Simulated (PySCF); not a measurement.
## Worked example: dipole moment from atomic charges

Si(H)2(NCO)(OH) (CH3NO2Si), SMILES C(=N[SiH2]O)=O. Atoms are numbered in the order given.

```xyz
8

Si    -1.0110     0.7366     0.0626
O     -2.0908    -0.2808    -0.6666
N      0.5602     0.0316     0.1337
C      1.6345    -0.4839     0.2511
O      2.6849    -0.9827     0.3564
H     -0.8636     2.0175    -0.6828
H     -1.5077     0.9451     1.4423
H     -1.9558    -0.4851    -1.5965
```
Charge 0, spin multiplicity 1.

Geometry: PBE0-D3(BJ)/def2-SVP. One conformer was computed; it need not be the lowest.

Charges (e) from CAM-B3LYP/def2-TZVP run with PySCF:

```csv
atom,Mulliken,ESP fit
Si1,0.476,0.654
O2,-0.519,-0.650
N3,-0.236,-0.491
C4,0.258,0.622
O5,-0.212,-0.390
H6,-0.053,-0.117
H7,-0.038,-0.064
H8,0.324,0.435
```

The dipole moment of the full density is 2.07 D.

**Question.** What dipole moment does each set of point charges give, and which comes closer to that of the density?

**Answer.** 
μ = Σ q r, and 1 e Å = 4.8032 D.
Mulliken: Σ q r = (-0.206, 0.272, -0.202) e Å, |μ| = 1.91 D.
ESP fit: Σ q r = (-0.261, 0.223, -0.281) e Å, |μ| = 2.13 D.
ESP fit comes closer in size. Point charges leave out the atoms' own dipoles (lone pairs, polarised bonds); fits to the potential absorb them, partitions of the density don't.
